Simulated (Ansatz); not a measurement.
Method: PBE0-D4/def2-SVP in Ansatz (a program for electronic structure). No frequencies were computed at this level.

Ansatz 0.2 input:
```yaml
crystal:
  periodic: [false, false, false]
  atoms:
    - { symbol: Si, position_ang: [-0.469496, 2.299259, -1.048115] }
    - { symbol: Sn, position_ang: [0.026302, 0.015197, -0.01054] }
    - { symbol: Si, position_ang: [-1.491768, -0.375304, 2.006203] }
    - { symbol: Si, position_ang: [2.448992, -0.132825, 0.794019] }
    - { symbol: Si, position_ang: [-0.470151, -1.78044, -1.759895] }
    - { symbol: H, position_ang: [0.546902, 2.673035, -2.024713] }
    - { symbol: H, position_ang: [-0.525387, 3.352309, -0.041301] }
    - { symbol: H, position_ang: [-1.754343, 2.278904, -1.738266] }
    - { symbol: H, position_ang: [-2.895343, -0.449723, 1.618411] }
    - { symbol: H, position_ang: [-1.361123, 0.694269, 2.988953] }
    - { symbol: H, position_ang: [-1.151954, -1.626239, 2.675096] }
    - { symbol: H, position_ang: [2.603573, 0.528733, 2.084655] }
    - { symbol: H, position_ang: [2.859641, -1.522124, 0.961424] }
    - { symbol: H, position_ang: [3.378516, 0.494553, -0.137494] }
    - { symbol: H, position_ang: [-0.527099, -3.108688, -1.16089] }
    - { symbol: H, position_ang: [0.540923, -1.810243, -2.810143] }
    - { symbol: H, position_ang: [-1.758186, -1.530671, -2.397406] }
basis:
  gaussian: { orbitals: def2-svp }
hamiltonian:
  xc: pbe0
  dispersion: d4
relax:
  max_steps: 150
```

Output:

```
Functional definition: PBE0
1718 factors; integrals over basis functions are off by at most 5.8e-4 eV
mean field evaluation 1: about -37513.1509 eV, gradient 1.5e1 eV
mean field evaluation 2: about -37513.5582 eV, gradient 1.2e1 eV
mean field evaluation 4: about -37514.0230 eV, gradient 4.2e-1 eV
mean field evaluation 8: about -37514.0228 eV, gradient 1.9e-2 eV
mean field -37514.02275251 eV, -1378.6149082369 hartree, gradient 7.7e-6 eV, S^2 0.000000; 0 other end points of the search recorded, 0 dependent functions left out
reference -37514.02279237 eV, -1378.6149097016 hartree; 45, 45 occupied and 113, 113 virtual orbitals, 1718 factors
relax step   1: F+E_penalty+E_count = -37514.46317654 eV  Δ(F+E_penalty+E_count) = +0.000e0 eV  max|allowed force component| = 7.295e-1 eV/Å  Δτ_max = 0.0000 Å  (23 SCF iters, accepted)
these checks for a lower state are left out or cut short: starts, cluster_reference, orbital_swaps, neighbouring_geometries, increment
1718 factors; integrals over basis functions are off by at most 6.2e-4 eV
mean field evaluation 16: about -37514.1908 eV, gradient 2.3e-2 eV
mean field -37514.18819988 eV, -1378.6209883155 hartree, gradient 2.1e-5 eV, S^2 0.000000; 0 other end points of the search recorded, 0 dependent functions left out
reference -37514.18823996 eV, -1378.6209897885 hartree; 45, 45 occupied and 113, 113 virtual orbitals, 1718 factors
relax step   2: F+E_penalty+E_count = -37514.62578785 eV  Δ(F+E_penalty+E_count) = -1.626e-1 eV  max|allowed force component| = 3.319e-1 eV/Å  Δτ_max = 0.0638 Å  (22 SCF iters, accepted)
these checks for a lower state are left out or cut short: starts, cluster_reference, orbital_swaps, neighbouring_geometries, increment
1718 factors; integrals over basis functions are off by at most 6.5e-4 eV
mean field -37514.20224577 eV, -1378.6215044923 hartree, gradient 1.4e-5 eV, S^2 0.000000; 0 other end points of the search recorded, 0 dependent functions left out
reference -37514.20228596 eV, -1378.6215059694 hartree; 45, 45 occupied and 113, 113 virtual orbitals, 1718 factors
relax step   3: F+E_penalty+E_count = -37514.64075998 eV  Δ(F+E_penalty+E_count) = -1.497e-2 eV  max|allowed force component| = 2.966e-2 eV/Å  Δτ_max = 0.0249 Å  (22 SCF iters, accepted)
these checks for a lower state are left out or cut short: starts, cluster_reference, orbital_swaps, neighbouring_geometries, increment
1718 factors; integrals over basis functions are off by at most 6.6e-4 eV
mean field -37514.20721307 eV, -1378.6216870375 hartree, gradient 1.5e-5 eV, S^2 0.000000; 0 other end points of the search recorded, 0 dependent functions left out
reference -37514.20725333 eV, -1378.6216885168 hartree; 45, 45 occupied and 113, 113 virtual orbitals, 1718 factors
relax step   4: F+E_penalty+E_count = -37514.64529226 eV  Δ(F+E_penalty+E_count) = -4.532e-3 eV  max|allowed force component| = 6.522e-3 eV/Å  Δτ_max = 0.0748 Å  (21 SCF iters, accepted)
these checks for a lower state are left out or cut short: starts, cluster_reference, orbital_swaps, neighbouring_geometries, increment
1718 factors; integrals over basis functions are off by at most 6.5e-4 eV
mean field evaluation 32: about -37514.2071 eV, gradient 1.5e-1 eV
mean field -37514.20729633 eV, -1378.6216900972 hartree, gradient 1.3e-5 eV, S^2 0.000000; 0 other end points of the search recorded, 0 dependent functions left out
reference -37514.20733646 eV, -1378.6216915720 hartree; 45, 45 occupied and 113, 113 virtual orbitals, 1718 factors
relax step   5: F+E_penalty+E_count = -37514.64469448 eV  Δ(F+E_penalty+E_count) = +5.978e-4 eV  max|allowed force component| = 1.809e-1 eV/Å  Δτ_max = 0.1965 Å  (23 SCF iters, rejected (line search))
these checks for a lower state are left out or cut short: starts, cluster_reference, orbital_swaps, neighbouring_geometries, increment
1718 factors; integrals over basis functions are off by at most 6.6e-4 eV
mean field -37514.21070516 eV, -1378.6218153693 hartree, gradient 2.6e-5 eV, S^2 0.000000; 0 other end points of the search recorded, 0 dependent functions left out
reference -37514.21074539 eV, -1378.6218168477 hartree; 45, 45 occupied and 113, 113 virtual orbitals, 1718 factors
relax step   6: F+E_penalty+E_count = -37514.64851879 eV  Δ(F+E_penalty+E_count) = -3.227e-3 eV  max|allowed force component| = 5.359e-2 eV/Å  Δτ_max = 0.0956 Å  (20 SCF iters, accepted)
these checks for a lower state are left out or cut short: starts, cluster_reference, orbital_swaps, neighbouring_geometries, increment
1718 factors; integrals over basis functions are off by at most 6.5e-4 eV
mean field -37514.21105522 eV, -1378.6218282337 hartree, gradient 2.7e-5 eV, S^2 0.000000; 0 other end points of the search recorded, 0 dependent functions left out
reference -37514.21109534 eV, -1378.6218297083 hartree; 45, 45 occupied and 113, 113 virtual orbitals, 1718 factors
relax step   7: F+E_penalty+E_count = -37514.64866877 eV  Δ(F+E_penalty+E_count) = -1.500e-4 eV  max|allowed force component| = 1.041e-1 eV/Å  Δτ_max = 0.0975 Å  (21 SCF iters, accepted)
these checks for a lower state are left out or cut short: starts, cluster_reference, orbital_swaps, neighbouring_geometries, increment
1718 factors; integrals over basis functions are off by at most 6.5e-4 eV
mean field -37514.21273069 eV, -1378.6218898062 hartree, gradient 1.2e-5 eV, S^2 0.000000; 0 other end points of the search recorded, 0 dependent functions left out
reference -37514.21277082 eV, -1378.6218912810 hartree; 45, 45 occupied and 113, 113 virtual orbitals, 1718 factors
relax step   8: F+E_penalty+E_count = -37514.65025419 eV  Δ(F+E_penalty+E_count) = -1.585e-3 eV  max|allowed force component| = 6.593e-2 eV/Å  Δτ_max = 0.0247 Å  (22 SCF iters, accepted)
these checks for a lower state are left out or cut short: starts, cluster_reference, orbital_swaps, neighbouring_geometries, increment
1718 factors; integrals over basis functions are off by at most 6.5e-4 eV
mean field -37514.21418906 eV, -1378.6219434001 hartree, gradient 1.3e-5 eV, S^2 0.000000; 0 other end points of the search recorded, 0 dependent functions left out
reference -37514.21422916 eV, -1378.6219448740 hartree; 45, 45 occupied and 113, 113 virtual orbitals, 1718 factors
relax step   9: F+E_penalty+E_count = -37514.65205312 eV  Δ(F+E_penalty+E_count) = -1.799e-3 eV  max|allowed force component| = 3.885e-3 eV/Å  Δτ_max = 0.0419 Å  (22 SCF iters, accepted)
these checks for a lower state are left out or cut short: starts, cluster_reference, orbital_swaps, neighbouring_geometries, increment
1718 factors; integrals over basis functions are off by at most 6.5e-4 eV
mean field -37514.21472046 eV, -1378.6219629288 hartree, gradient 1.8e-5 eV, S^2 0.000000; 0 other end points of the search recorded, 0 dependent functions left out
reference -37514.21476057 eV, -1378.6219644028 hartree; 45, 45 occupied and 113, 113 virtual orbitals, 1718 factors
relax step  10: F+E_penalty+E_count = -37514.65272440 eV  Δ(F+E_penalty+E_count) = -6.713e-4 eV  max|allowed force component| = 1.312e-2 eV/Å  Δτ_max = 0.0579 Å  (21 SCF iters, accepted)
these checks for a lower state are left out or cut short: starts, cluster_reference, orbital_swaps, neighbouring_geometries, increment
1718 factors; integrals over basis functions are off by at most 6.5e-4 eV
mean field evaluation 64: about -37514.2147 eV, gradient 3.6e-2 eV
mean field -37514.21473344 eV, -1378.6219634058 hartree, gradient 2.5e-5 eV, S^2 0.000000; 0 other end points of the search recorded, 0 dependent functions left out
reference -37514.21477364 eV, -1378.6219648831 hartree; 45, 45 occupied and 113, 113 virtual orbitals, 1718 factors
relax step  11: F+E_penalty+E_count = -37514.65274252 eV  Δ(F+E_penalty+E_count) = -1.812e-5 eV  max|allowed force component| = 7.634e-2 eV/Å  Δτ_max = 0.1113 Å  (21 SCF iters, accepted)
these checks for a lower state are left out or cut short: starts, cluster_reference, orbital_swaps, neighbouring_geometries, increment
1718 factors; integrals over basis functions are off by at most 6.5e-4 eV
mean field -37514.21535131 eV, -1378.6219861121 hartree, gradient 1.2e-5 eV, S^2 0.000000; 0 other end points of the search recorded, 0 dependent functions left out
reference -37514.21539150 eV, -1378.6219875891 hartree; 45, 45 occupied and 113, 113 virtual orbitals, 1718 factors
relax step  12: F+E_penalty+E_count = -37514.65324311 eV  Δ(F+E_penalty+E_count) = -5.006e-4 eV  max|allowed force component| = 2.904e-2 eV/Å  Δτ_max = 0.0222 Å  (22 SCF iters, accepted)
these checks for a lower state are left out or cut short: starts, cluster_reference, orbital_swaps, neighbouring_geometries, increment
1718 factors; integrals over basis functions are off by at most 6.5e-4 eV
mean field -37514.21539014 eV, -1378.6219875391 hartree, gradient 9.4e-6 eV, S^2 0.000000; 0 other end points of the search recorded, 0 dependent functions left out
reference -37514.21543032 eV, -1378.6219890157 hartree; 45, 45 occupied and 113, 113 virtual orbitals, 1718 factors
relax step  13: F+E_penalty+E_count = -37514.65332429 eV  Δ(F+E_penalty+E_count) = -8.119e-5 eV  max|allowed force component| = 1.122e-2 eV/Å  Δτ_max = 0.0053 Å  (20 SCF iters, accepted)
these checks for a lower state are left out or cut short: starts, cluster_reference, orbital_swaps, neighbouring_geometries, increment
1718 factors; integrals over basis functions are off by at most 6.5e-4 eV
mean field -37514.21549094 eV, -1378.6219912436 hartree, gradient 9.4e-6 eV, S^2 0.000000; 0 other end points of the search recorded, 0 dependent functions left out
reference -37514.21553113 eV, -1378.6219927204 hartree; 45, 45 occupied and 113, 113 virtual orbitals, 1718 factors
relax step  14: F+E_penalty+E_count = -37514.65336688 eV  Δ(F+E_penalty+E_count) = -4.259e-5 eV  max|allowed force component| = 7.336e-4 eV/Å  Δτ_max = 0.0073 Å  (20 SCF iters, accepted)
these checks for a lower state are left out or cut short: starts, cluster_reference, orbital_swaps, neighbouring_geometries, increment
1718 factors; integrals over basis functions are off by at most 6.5e-4 eV
mean field -37514.21553447 eV, -1378.6219928432 hartree, gradient 1.6e-5 eV, S^2 0.000000; 0 other end points of the search recorded, 0 dependent functions left out
reference -37514.21557466 eV, -1378.6219943203 hartree; 45, 45 occupied and 113, 113 virtual orbitals, 1718 factors
relax step  15: F+E_penalty+E_count = -37514.65339503 eV  Δ(F+E_penalty+E_count) = -2.815e-5 eV  max|allowed force component| = 5.228e-3 eV/Å  Δτ_max = 0.0164 Å  (20 SCF iters, accepted)
1718 factors; integrals over basis functions are off by at most 6.5e-4 eV
mean field evaluation 96: about -37514.2181 eV, gradient 4.0e-1 eV
mean field -37514.21553447 eV, -1378.6219928432 hartree, gradient 1.6e-5 eV, S^2 0.000000; 1 other end points of the search recorded, 0 dependent functions left out
reference -37514.21557466 eV, -1378.6219943203 hartree; 45, 45 occupied and 113, 113 virtual orbitals, 1718 factors
Total energy: -37514.65343522 eV, -1378.6380853991 hartree
Atom 0 at    -0.454596     2.323932    -0.994901 Å, force    -0.001188     0.001775     0.001952 eV/Å
Atom 1 at     0.000714     0.000080    -0.000116 Å, force     0.000651    -0.000186     0.000664 eV/Å
Atom 2 at    -1.576601    -0.403660     1.986453 Å, force     0.000920    -0.000396    -0.003321 eV/Å
Atom 3 at     2.437668    -0.126415     0.801354 Å, force     0.002430     0.005228     0.001101 eV/Å
Atom 4 at    -0.405879    -1.793880    -1.792835 Å, force     0.001190    -0.002363     0.000430 eV/Å
Atom 5 at     0.454093     2.577465    -2.155166 Å, force     0.000124     0.000170    -0.000350 eV/Å
Atom 6 at    -0.222951     3.383115     0.035332 Å, force    -0.000507    -0.003051    -0.002249 eV/Å
Atom 7 at    -1.870833     2.415957    -1.466418 Å, force     0.001388     0.000469     0.000170 eV/Å
Atom 8 at    -3.001273    -0.339399     1.536759 Å, force    -0.001606     0.000055     0.000008 eV/Å
Atom 9 at    -1.359365     0.635362     3.039560 Å, force     0.000630     0.001998     0.001895 eV/Å
Atom 10 at    -1.322962    -1.751015     2.583282 Å, force     0.000132    -0.002064     0.000994 eV/Å
Atom 11 at     2.687558     0.898729     1.861532 Å, force    -0.000439    -0.004306    -0.004620 eV/Å
Atom 12 at     2.727091    -1.480404     1.366359 Å, force     0.000206     0.000391     0.000406 eV/Å
Atom 13 at     3.371507     0.126506    -0.339239 Å, force    -0.002447    -0.001178     0.003263 eV/Å
Atom 14 at    -0.154527    -3.156000    -1.228513 Å, force    -0.000501     0.004088    -0.001472 eV/Å
Atom 15 at     0.509543    -1.580938    -2.956126 Å, force    -0.001229    -0.000045     0.001477 eV/Å
Atom 16 at    -1.819188    -1.729433    -2.277319 Å, force     0.000246    -0.000585    -0.000349 eV/Å
Dipole moment:     0.000207    -0.000048     0.000039 e Å
```

Cost: around 4 core-minutes (rough).
